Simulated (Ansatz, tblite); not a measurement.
Cost and result up the ladder for the cluster GaSi4 (5 atoms). Total charge 0; doublet. Geometry: B3LYP-D4/def2-SVP.

```xyz
5

Ga   -2.120    1.126   -0.947
Si    0.025   -0.976   -0.621
Si    2.279   -0.524   -0.691
Si   -1.230   -0.043    1.199
Si    1.045    0.417    1.060
```

Ansatz on 4 threads of Arm Neoverse V2 on a shared host; xTB runs through tblite on one thread. Times are rough, summed over both states, and most runs start from the orbitals of an earlier one. PBE0-D4/def2-TZVP serves as the yardstick here, not as an exact answer. The other state is a quartet at its own geometry, which has other bonds, so the gap mixes isomer and spin.

The xTB rows come from tblite. B3LYP takes the VWN-RPA correlation. Correlated methods freeze 29 core orbitals; core or outer-core shells of Ga are correlated, in sets that lack core-valence functions. In CCSD on the charge 0 quartet the largest single amplitude is 0.42, so its Hartree–Fock determinant may place the open shell otherwise than the density functionals do. The structure comes from a short search, and lower isomers may exist.

Run but left out: HF/def2-TZVP (quartet: a determinant that CCSD turns far, T1 0.066); MP2/def2-TZVP (doublet: ⟨S²⟩ 0.94, where a pure state has 0.75).

Correlated methods converge slowly with the basis.

xTB has no spin-polarisation term.

```
                          level  functions  wall time  quartet − doublet (eV)  difference from PBE0-D4/def2-TZVP (eV)                                                                                                       remarks
                       GFN1-xTB         45    0.011 s                    1.14                                    0.38                                                                                                             –
                       GFN2-xTB         45    0.016 s                    0.64                                   -0.12                                                                                                             –
               PBE-D4/def2-TZVP        196      8.6 s                    0.73                                   -0.02                                                                                                             –
             B3LYP-D4/def2-TZVP        196       19 s                    0.87                                    0.11                                                                                                             –
PBE0-D4/def2-TZVP (with forces)        196       19 s                    0.75                                    0.00                                                                                                             –
             BHLYP-D4/def2-TZVP        196       24 s                    0.87                                    0.12                                                                                                             –
            r2SCAN-D4/def2-TZVP        196       28 s                    0.72                                   -0.03                                                                                                             –
              CCSD(T)/def2-TZVP        196     17 min                    0.82                                    0.06  large T1 (0.066) (quartet), spin-contaminated (⟨S²⟩ 0.94) (doublet), spin-contaminated (⟨S²⟩ 3.95) (quartet)
```
